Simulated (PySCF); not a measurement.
# A run, input to output

The script drives PySCF SCF with an in-house response code with single-precision fitted integrals, so total energies wander by about 1e-6 Eh between cycles (the fitting error itself is about 1e-3 Eh and cancels in differences); atoms count from 0. Pop asks for populations, which are stored and not printed.

Job and coordinates (Å):

```
{"job": {"kind": "nmr", "xc": "KT3", "basis": "pcSseg-1", "pop": false}, "charge": 0, "multiplicity": 1}
B      2.716964     0.570224     0.788614
N      1.893150     1.676737     0.414531
B      1.479626     1.934970    -0.943976
N      0.129131     2.228675    -1.202435
B      1.034496     2.162167     1.474011
N     -0.322358     2.379154     1.169556
B     -0.845554     2.134173    -0.143006
N     -2.157445     1.621841    -0.393424
B     -2.595563     0.569766     0.501898
N     -2.416057    -0.783314     0.089615
B     -2.145299    -1.158238    -1.278881
N     -1.039023    -1.981923    -1.550259
B     -1.864073    -1.629815     1.128227
N     -0.717630    -2.383013     0.813936
B     -0.123884    -2.328709    -0.489733
N      1.283489    -2.385129    -0.728479
B      2.164776    -1.760219     0.233467
N      2.784153    -0.540191    -0.124642
H      3.146622     0.460737     1.871046
H      2.248311     1.882914    -1.836049
H     -0.185566     2.320144    -2.156474
H      1.434316     2.294687     2.567746
H     -0.975663     2.543806     1.918065
H     -2.300468     1.393179    -1.369104
H     -2.887406     0.830910     1.607012
H     -2.816162    -0.764659    -2.162885
H     -0.789814    -2.180203    -2.507448
H     -2.305885    -1.625507     2.213135
H     -0.203906    -2.831372     1.554913
H      1.524429    -2.204877    -1.695148
H      2.236405    -2.167619     1.327403
H      2.606757    -0.260036    -1.082423
```

Command:

```bash
OMP_NUM_THREADS=1 python large_run.py task.json out
```

Q: What does the program print?

A: 
```
start: PBE on a coarse grid of 26323 points
cycle   1  E = -724.1068301671  dE =  2.532e+00  |g| = 1.169e+00  |ddm| = 5.337e+00
cycle   2  E = -723.4593839788  dE =  6.474e-01  |g| = 2.059e+00  |ddm| = 2.825e+00
cycle   3  E = -724.4112407199  dE = -9.519e-01  |g| = 1.955e-01  |ddm| = 2.000e+00
cycle   4  E = -724.4203666076  dE = -9.126e-03  |g| = 7.153e-02  |ddm| = 2.250e-01
cycle   5  E = -724.4213088213  dE = -9.422e-04  |g| = 3.148e-02  |ddm| = 7.319e-02
cycle   6  E = -724.4215079916  dE = -1.992e-04  |g| = 1.100e-02  |ddm| = 3.276e-02
cycle   7  E = -724.4215390919  dE = -3.110e-05  |g| = 2.365e-03  |ddm| = 1.143e-02
final grid: 244082 points
cycle   8  E = -737.0132138091  dE = -3.679e-02  |g| = 1.332e-01  |ddm| = 4.595e-01
cycle   9  E = -737.0052580868  dE =  7.956e-03  |g| = 2.318e-01  |ddm| = 2.646e-01
cycle  10  E = -737.0171431203  dE = -1.189e-02  |g| = 1.334e-02  |ddm| = 1.687e-01
cycle  11  E = -737.0171786841  dE = -3.556e-05  |g| = 6.906e-03  |ddm| = 1.782e-02
cycle  12  E = -737.0171878922  dE = -9.208e-06  |g| = 2.052e-03  |ddm| = 6.328e-03
cycle  13  E = -737.0171915872  dE = -3.695e-06  |g| = 4.725e-04  |ddm| = 2.107e-03
cycle  14  E = -737.0171896365  dE =  1.951e-06  |g| = 1.835e-04  |ddm| = 4.894e-04
cycle  15  E = -737.0171886596  dE =  9.769e-07  |g| = 6.103e-05  |ddm| = 1.771e-04
converged SCF energy = -737.0171886596

GIAO shielding tensors (ppm)
atom      isotropic    diamagn.    paramagn.     s11        s22        s33       span
  0 B       70.017     204.688    -134.670     50.236     54.702    105.114     54.878
  1 N       85.312     341.598    -256.286      1.254     23.520    231.162    229.908
  2 B       75.204     208.562    -133.358     46.833     62.971    115.807     68.974
  3 N      127.866     334.877    -207.010     25.299    157.415    200.884    175.585
  4 B       75.995     204.638    -128.643     50.237     66.624    111.123     60.886
  5 N      137.552     333.230    -195.677     40.703    153.143    218.812    178.109
  6 B       80.562     208.387    -127.826     60.506     73.576    107.604     47.097
  7 N      142.313     337.558    -195.245     75.169    137.265    214.506    139.337
  8 B       67.446     205.360    -137.914     47.750     49.501    105.088     57.338
  9 N       80.615     342.135    -261.520      5.056     12.011    224.779    219.723
 10 B       74.148     207.600    -133.452     45.835     60.718    115.891     70.055
 11 N      127.716     333.878    -206.162     27.568    155.470    200.108    172.540
 12 B       75.803     205.296    -129.493     49.048     66.642    111.719     62.670
 13 N      138.241     333.684    -195.442     43.627    152.641    218.456    174.829
 14 B       80.588     208.427    -127.839     59.814     74.504    107.446     47.632
 15 N      152.930     336.563    -183.633     83.234    172.980    202.575    119.341
 16 B       72.809     206.657    -133.848     47.709     57.286    113.432     65.723
 17 N       98.660     340.908    -242.247     -3.571    100.141    199.411    202.983
 18 H       26.846      34.274      -7.428     25.182     26.901     28.456      3.275
 19 H       26.935      35.488      -8.553     25.085     27.442     28.279      3.193
 20 H       26.814      38.014     -11.200     24.127     25.904     30.410      6.284
 21 H       27.240      33.291      -6.051     24.858     27.324     29.540      4.682
 22 H       26.771      35.956      -9.185     22.768     26.511     31.035      8.267
 23 H       29.086      41.961     -12.875     25.759     29.354     32.143      6.384
 24 H       26.734      36.100      -9.366     25.215     26.685     28.303      3.088
 25 H       26.882      34.843      -7.961     24.997     27.380     28.270      3.273
 26 H       26.831      36.763      -9.932     23.681     26.070     30.740      7.059
 27 H       27.217      33.944      -6.726     25.022     27.202     29.429      4.407
 28 H       26.760      36.835     -10.075     22.827     26.353     31.100      8.273
 29 H       28.906      41.074     -12.167     25.866     28.513     32.341      6.474
 30 H       27.154      36.949      -9.795     25.150     27.269     29.042      3.892
 31 H       27.704      45.028     -17.323     26.095     26.658     30.359      4.264
```

The run took 66 s of wall time on 1 thread of Arm Neoverse N1 (shared host), peak memory 0.61 GiB.
